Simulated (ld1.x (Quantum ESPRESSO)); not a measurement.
## lead: variants of one TM potential

Base potential:

Pb, norm-conserving Troullier–Martins (Kleinman–Bylander form), made with ld1.x (Quantum ESPRESSO) 7.5 (PBEsol, fully relativistic). Core [Xe] 4f14, reference 5d10 6s2 6p2. Waves: 6p (bound): rc 2.70 bohr; 5d (bound): rc 1.75 bohr; 6s (bound): rc 2.15 bohr. Local part: the s channel. Core correction: Bessel-smoothed model core inside 1.30 bohr.

Open shells are filled in proportion to 2j + 1 (rel_dist='average').

Cutoffs, loose and tight: the cutoffs (Ry, on a coarse ladder) from which the occupation-weighted sum of valence levels, in a spherical-Bessel basis at the reference potential, stays within 10 and 1 mRy of its value at 400 Ry. They do not see the model core or the augmentation charge, which bear on the density cutoff. Test errors are all-electron minus pseudo excitation energies from the reference, over the configurations 5d10 6s2 6p1; 5d10 6s2 6p0; 5d10 6s1 6p0; 5d10 6s2 6p1.5; 5d10 6s2 6p2.3; 5d10 6s0 6p0; 5d10 6s1 6p3. A dash means not determined; rows that change the core or the reference have their own tests.

A true bound ghost makes a file unfit for plane-wave use even where its test errors are small: the radial tests pick states by their node count and pass the ghost by.

Cutoffs are not given where the Bessel-basis levels miss the radial ones by over 6 mRy, ghosts where they miss by over 20 mRy; a channel whose overlap is not positive is not tested.

| change | outcome | cutoff, loose | cutoff, tight | bound ghosts | largest test error (meV) |
| --- | --- | --- | --- | --- | --- |
| base | generated | 55 Ry | 90 Ry | none | -92 |
| all radii but the core radius scaled by about 1.11 (s 2.38, p 2.98, d 1.94 bohr) | generated | 50 Ry | 80 Ry | none | -120 |
| scalar-relativistic | generated | 55 Ry | 90 Ry | none | -125 |
| type ultrasoft; waves now 6s (bound): rcut 1.85, rcutus 2.15 bohr; 6s channel at 1.8 Ry: rcut 1.85, rcutus 2.15 bohr; 6p (bound): rcut 2.35, rcutus 2.70 bohr; 6p channel at 3.25 Ry: rcut 2.35, rcutus 2.70 bohr; 5d (bound): rcut 1.50, rcutus 1.75 bohr; 5d channel at -0.2 Ry: rcut 1.50, rcutus 1.75 bohr; local potential all-electron potential smoothed inside 1.70 bohr (lloc = -1); augmentation built from norm-conserving waves at rcut, not smoothed further | generated | – | – | s | -75 |
| wave 5d (bound): rc 1.75 bohr becomes 5d (bound): rc 1.26 bohr | generated | 80 Ry | 100 Ry | none | -91 |

(1) What comes out with this change to the base: reference 5d10 6s1 6p3?

(2) What comes out with this change to the base: core [Xe] 4f14 5d10, valence charge 4; reference 6s2 6p0; waves now 6s (bound): rc 1.85 bohr; 6p (bound): rc 1.75 bohr; local potential all-electron potential smoothed inside 1.35 bohr (lloc = -1); core correction Bessel-smoothed model core, default radius (core density twice the valence density)?

(3) What comes out with this change to the base: wave 6s (bound): rc 2.15 bohr becomes 6s (bound): rc 3.32 bohr?

Answers

(1) outcome: generated; cutoff, loose: 55 Ry; cutoff, tight: 90 Ry; bound ghosts: none; largest test error (meV): -167.

(2) outcome: generated; cutoff, loose: 25 Ry; cutoff, tight: 40 Ry; bound ghosts: s, p1/2, p3/2, d; largest test error (meV): -203.

(3) outcome: generated; cutoff, loose: 55 Ry; cutoff, tight: 90 Ry; bound ghosts: none; largest test error (meV): -474.
